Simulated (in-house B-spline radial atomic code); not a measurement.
Results of a calculation; reference values are marked as such.
## Weak and strong correlation along the adiabatic connection

Two-electron singlets in several external potentials (atomic units), by full CI in B-splines with partial waves to l = 8 (correlation energies up to 0.6 % small). The repulsion is scaled by λ at fixed density; W(λ) is the mean repulsion less the Hartree energy, W(0) = E_x, and the area under W from 0 to 1 is E_xc.

One system gave this curve:

```csv
λ,W (hartree)
0,-0.27444
0.02,-0.27643
0.05,-0.2793
0.12,-0.28544
0.25,-0.29512
0.4,-0.3041
0.6,-0.31342
0.8,-0.32061
1,-0.3263
1.4,-0.33478
2,-0.34322
3,-0.35182
4.5,-0.35926
7,-0.36612
```

Question: Which system is it?
A. −Z/r, Z = 7.72, wall at 3.65 bohr
B. −V exp(−r²/w²), V = 1.26, w = 8.91
C. ω²r²/2 − Z/r, ω = 1.74, Z = 1
D. ω²r²/2 − Z/r, ω = 3.76, Z = 1.5

Answer: B. The exchange energy sets the size: −V exp(−r²/w²), V = 1.26, w = 8.91: E_x = -0.274, E_c = -0.0318; −Z/r, Z = 7.72, wall at 3.65 bohr: E_x = -4.6, E_c = -0.0452; ω²r²/2 − Z/r, ω = 3.76, Z = 1.5: E_x = -1.79, E_c = -0.0431; ω²r²/2 − Z/r, ω = 1.74, Z = 1: E_x = -1.19, E_c = -0.0416 hartree.
